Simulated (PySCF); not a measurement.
## `O=C/C(F)=C(\Cl)C(F)F`, C$_{4}$H$_{2}$ClF$_{3}$O

Geometry:
```
atom   x (Å)   y (Å)   z (Å)
  O1   2.543   1.149  -0.328
  C2   2.128   0.173   0.233
  C3   0.716  -0.246   0.277
  F4   0.510  -1.369   0.975
  C5  -0.335   0.374  -0.297
 Cl6  -0.155   1.804  -1.190
  C7  -1.751  -0.166  -0.185
  F8  -1.825  -1.419  -0.680
  F9  -2.132  -0.236   1.109
 H10   2.781  -0.525   0.784
 H11  -2.475   0.463  -0.724
```

Computed, not measured: GIAO PBE/pcSseg-1 magnetisability, rotational g tensor and spin-rotation constants, non-relativistic, gas phase (PySCF 2.14.0). Geometry: GFN2-xTB.

How diamagnetic is it, and how anisotropic?

Isotropic -1022 × 10⁻³⁰ J/T², or -61.5 × 10⁻⁶ cm³/mol; principal values -1222, -954, -889 × 10⁻³⁰ J/T², anisotropy 305 × 10⁻³⁰ J/T² (root of half the summed squared differences of the principal values). The susceptibility is in cgs units.

Split it along the inertial axes a, b, c into diamagnetic and paramagnetic parts about the centre of mass, with the quadrupole moment.


| axis | χ (10⁻⁶ cm³/mol) | diamagnetic (10⁻⁶ cm³/mol) | paramagnetic (10⁻⁶ cm³/mol) | summed x² of all electrons (Å²) | quadrupole Θ (D Å) |
| --- | --- | --- | --- | --- | --- |
| a | -54.4 | -660.4 | 606.0 | 219.0 | -9.51 |
| b | -56.6 | -1068.6 | 1012.0 | 122.8 | +8.66 |
| c | -73.6 | -1449.8 | 1376.2 | 32.9 | +0.86 |

Anisotropies 2χaa − χbb − χcc = +21.4 and 2χbb − χaa − χcc = +14.7 × 10⁻⁶ cm³/mol. Θ is traceless in Buckingham's convention.

And the rotational g tensor?


```
axis  rotational constant (GHz)        g  nuclear part  electronic part
   a                     1.8863  -0.0364        0.5007          -0.5370
   b                     1.1037  -0.0257        0.4991          -0.5248
   c                     0.7938  -0.0104        0.5028          -0.5132
```
Asymmetric top; isotopes 12C, 35Cl, 19F, 1H, 16O; no vibrational averaging.
